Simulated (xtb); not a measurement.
C₂H₆Zn (SMILES [CH3][Zn][CH3]), singlet, geometry from GFN2-xTB (such geometries of metal compounds can be far from the true shape); GFN2-xTB in xtb.

xtb was given this input:
```
$ xtb mol.xyz --gfn 2 --acc 1000 --json

# file mol.xyz
9

Zn    -0.00000000     0.00000000    -0.00000000
C      1.58168783     0.22714311    -1.27171747
H      2.29051525    -0.59164379    -1.18304619
H      2.12813446     1.14546039    -1.07473949
H      1.26208980     0.26198332    -2.30967418
C     -1.58168783    -0.22714311     1.27171747
H     -2.12813446    -1.14546039     1.07473949
H     -2.29051525     0.59164379     1.18304619
H     -1.26208980    -0.26198332     2.30967418
```

The log (banner, timings and long lists left out):

```
   ID    Z sym.   atoms
    1   30 Zn     1
    2    6 C      2, 6
    3    1 H      3-5, 7-9

           -------------------------------------------------
          |                Calculation Setup                |
           -------------------------------------------------

           -------------------------------------------------
          |                 G F N 2 - x T B                 |
           -------------------------------------------------

          ...................................................
          :                      SETUP                      :
          :.................................................:
          :  # basis functions                  18          :
          :  # atomic orbitals                  18          :
          :  # shells                           12          :
          :  # electrons                        16          :
          :  max. iterations                   250          :
          :  Hamiltonian                  GFN2-xTB          :
          :  restarted?                      false          :
          :  GBSA solvation                  false          :
          :  PC potential                    false          :
          :  electronic temp.          300.0000000     K    :
          :  accuracy                 1000.0000000          :
          :  -> integral cutoff          0.2000000E+02      :
          :  -> integral neglect         0.1000000E-04      :
          :  -> SCF convergence          0.1000000E-02 Eh   :
          :  -> wf. convergence          0.1000000E+00 e    :
          :  Broyden damping             0.4000000          :
          :  net charge                          0          :
          :  unpaired electrons                  0          :
          ...................................................

 iter      E             dE          RMSdq      gap      omega  full diag
   1     -7.8866375 -0.788664E+01  0.996E+00    4.65       0.0  T
   2     -7.9014113 -0.147738E-01  0.340E+00    5.23       1.0  T
   3     -7.8827346  0.186767E-01  0.356E+00    4.30       1.0  T
   4     -7.9336984 -0.509638E-01  0.542E-01    4.62       1.0  T
   5     -7.9344970 -0.798617E-03  0.109E-01    4.72       1.0  T
   6     -7.9346048 -0.107757E-03  0.524E-02    4.69       1.0  T

   *** convergence criteria satisfied after 6 iterations ***

         :::::::::::::::::::::::::::::::::::::::::::::::::::::
         ::                     SUMMARY                     ::
         :::::::::::::::::::::::::::::::::::::::::::::::::::::
         :: total energy              -7.825044272139 Eh    ::
         :: gradient norm              0.000195640857 Eh/a0 ::
         :: HOMO-LUMO gap              4.685058050906 eV    ::
         ::.................................................::
         :: SCC energy                -7.934603290771 Eh    ::
         :: -> isotropic ES            0.034937889018 Eh    ::
         :: -> anisotropic ES          0.003232299201 Eh    ::
         :: -> anisotropic XC          0.005604393875 Eh    ::
         :: -> dispersion             -0.002933717750 Eh    ::
         :: repulsion energy           0.109559018632 Eh    ::
         :: add. restraining           0.000000000000 Eh    ::
         :: total charge              -0.000000000000 e     ::
         :::::::::::::::::::::::::::::::::::::::::::::::::::::

           -------------------------------------------------
          |                Property Printout                |
           -------------------------------------------------

    * Orbital Energies and Occupations

         #    Occupation            Energy/Eh            Energy/eV
      -------------------------------------------------------------
         1        2.0000           -0.5624557             -15.3052
         2        2.0000           -0.5606323             -15.2556
         3        2.0000           -0.4555388             -12.3958
         4        2.0000           -0.4534408             -12.3388
         5        2.0000           -0.4534375             -12.3387
         6        2.0000           -0.4502335             -12.2515
         7        2.0000           -0.4502300             -12.2514
         8        2.0000           -0.3527282              -9.5982 (HOMO)
         9                         -0.1805555              -4.9132 (LUMO)
        10                         -0.0694413              -1.8896
        11                         -0.0694408              -1.8896
        12                          0.1606810               4.3724
        13                          0.2210291               6.0145
        14                          0.2282256               6.2103
        15                          0.2282382               6.2107
        16                          0.2285049               6.2179
        17                          0.2285175               6.2183
        18                          0.8635379              23.4981
      -------------------------------------------------------------
                  HL-Gap            0.1721727 Eh            4.6851 eV
             Fermi-level           -0.2666418 Eh           -7.2557 eV

     #   Z          covCN         q      C6AA      α(0)
     1  30 Zn       1.644     0.242   122.337    21.606
     2   6 C        3.597    -0.215    25.491     7.307
     3   1 H        0.925     0.031     2.566     2.505
     4   1 H        0.925     0.031     2.566     2.505
     5   1 H        0.925     0.031     2.566     2.505
     6   6 C        3.597    -0.215    25.491     7.307
     7   1 H        0.925     0.031     2.566     2.505
     8   1 H        0.925     0.031     2.566     2.505
     9   1 H        0.925     0.031     2.566     2.505

 Mol. C6AA /au·bohr⁶  :        933.207052
 Mol. C8AA /au·bohr⁸  :      33824.656963
 Mol. α(0) /au        :         51.252014

Wiberg/Mayer (AO) data.
largest (>0.10) Wiberg bond orders for each atom

 ---------------------------------------------------------------------------
     #   Z sym  total        # sym  WBO       # sym  WBO       # sym  WBO
 ---------------------------------------------------------------------------
     1  30 Zn   1.644 --     2 C    0.741     6 C    0.741
     2   6 C    3.957 --     5 H    0.969     4 H    0.969     3 H    0.969
                             1 Zn   0.741     6 C    0.300
     3   1 H    0.999 --     2 C    0.969
     4   1 H    0.999 --     2 C    0.969
     5   1 H    0.999 --     2 C    0.969
     6   6 C    3.957 --     9 H    0.969     7 H    0.969     8 H    0.969
                             1 Zn   0.741     2 C    0.300
     7   1 H    0.999 --     6 C    0.969
     8   1 H    0.999 --     6 C    0.969
     9   1 H    0.999 --     6 C    0.969
 ---------------------------------------------------------------------------

Topologies differ in total number of bonds
Writing topology from bond orders to xtbtopo.mol

molecular dipole:
                 x           y           z       tot (Debye)
 q only:        0.000       0.000      -0.000
   full:        0.000       0.000      -0.000       0.000
molecular quadrupole (traceless):
                xx          xy          yy          xz          yz          zz
 q only:       -1.090      -0.352       1.313       1.972       0.283      -0.223
  q+dip:       -0.426      -0.138       0.514       0.772       0.111      -0.087
   full:       -1.309      -0.423       1.576       2.369       0.340      -0.267

           -------------------------------------------------
          | TOTAL ENERGY               -7.825044272139 Eh   |
          | GRADIENT NORM               0.000195640857 Eh/α |
          | HOMO-LUMO GAP               4.685058050906 eV   |
           -------------------------------------------------

normal termination of xtb
```
